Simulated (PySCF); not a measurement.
C5H4N (SMILES [c-]1ccccn1), charge -1, singlet, at a GFN2-xTB geometry (in this run its highest filled SCF level lies above zero, so its values depend strongly on the basis, on diffuse functions most of all), with bond 7-2 at 1.6 times its length. Base run: DF-R2SCAN/6-31G* (PySCF).

The PySCF input:
```python
from pyscf import gto, scf, dft

mol = gto.M(
    atom='''
N    -0.01009119    0.04340499    1.42304124
C     0.01052094    0.03727816   -1.34847513
C     0.00951876    1.27111639    0.80655258
C    -0.01866129   -1.07909310    0.73279808
C    -0.00939255   -1.16524898   -0.65007356
C     0.01944991    1.20982281   -0.62434536
H     0.02349708    0.02728427   -3.10330409
H    -0.03443770   -2.00843931    1.32435294
H    -0.01732835   -2.12753783   -1.16290677
H     0.03515870    2.15785862   -1.17623123
''',
    basis='6-31g*',
    charge=-1,
    verbose=4,
)

mf = dft.RKS(mol)
mf.xc = 'r2scan'
mf = mf.density_fit(auxbasis='def2-universal-jkfit')
mf.kernel()
```

Variants of this job, named by their change:

| change | ΔE vs base (µEh) | SCF cycles | outcome |
|---|---|---|---|
| base | 0.0 | 13 | converged |
| conv_tol_grad = 1e-3 | 0.0 | 13 | converged |
| conv_tol_grad = 1e-7 | 0.0 | 17 | converged |
| level_shift = 0.1 (with mf.max_cycle = 100) | 0.0 | 15 | converged |
| diis_space = 4 | 0.0 | 17 | converged |
| diis_space = 20 | 0.0 | 13 | converged |
| conv_tol = 1e-7 | 0.0 | 12 | converged |
| init_guess = 1e | 0.0 | 17 | converged |
| diis_space = 12 | 0.0 | 13 | converged |
| solver = newton; init_guess = 1e | 0.0 | - | converged |
| init_guess = mod_huckel | 0.0 | 16 | converged |
| conv_tol = 1e-11 | 0.0 | 15 | converged |
| level_shift = 1.0 (with mf.max_cycle = 100) | - | 100 | not converged |
